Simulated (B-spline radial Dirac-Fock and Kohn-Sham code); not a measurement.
Run log: Hf⁶⁺

ΔSCF core binding energies without Breit or QED terms, calculated with a radial atomic solver. Keys: rel is the Hamiltonian (dirac, or spin-free x2c and nr, where L3 and M5 stand for the whole 2p and 3d shells), method is hf or an exchange,correlation pair (spin-unpolarised, also for the hole states), nuc the nuclear model, radius_factor scales its radius, rmax is the box in bohr, h the logarithmic mesh step, order the B-spline order, points the quadrature points per cell, c_factor scales the speed of light, and damp, ndamp, maxit and tol steer the iteration. The run stops when the commutator error falls below 10·tol·max(1, Z/10), or the numerical noise floor, and the energy has settled to about 1e-8 Ha; the virial ratio is −V/T.

Input (task.json):

```json
{"items": [{"Z": 72, "q": 6, "cfg": [[1, 0, 2], [2, 0, 2], [2, 1, 6], [3, 0, 2], [3, 1, 6], [3, 2, 10], [4, 0, 2], [4, 1, 6], [4, 2, 10], [4, 3, 13], [5, 0, 2], [5, 1, 5]], "A": 180, "rrms": 5.347, "do": "settings", "holes": ["K", "L3", "M5"],
  "settings": [{"rel": "dirac", "method": "hf", "nuc": "gauss", "radius_factor": 1.0, "rmax": 30.0, "h": 0.3, "order": 8, "points": 10, "c_factor": 1.5, "maxit": 60, "damp": 0.5, "ndamp": 3, "tol": 1e-08}]}]}
```

Command: `python xray2_run.py task.json out`

Ground-state iterations:

```
iter   energy (Ha)        error
   1   -14598.95664429  2.88e+00
   2   -14608.09297733  1.45e+00
   3   -14625.61571785  2.06e-01
   4   -14625.96859173  8.06e-02
   5   -14626.00016125  8.85e-03
   6   -14626.00079140  2.65e-03
   7   -14626.00081871  1.07e-03
   8   -14626.00083298  4.44e-04
   9   -14626.00083442  1.34e-05
  10   -14626.00083443  2.26e-07
```

The ground state converged in 10 iterations, with total energy -14626.00083 Ha, virial ratio 1.95646 and highest orbital energy -115.88 eV. ΔSCF binding energies: K (1s) 62780.2 eV, L3 (2p3/2) 9665.1 eV, M5 (3d5/2) 1785.0 eV.
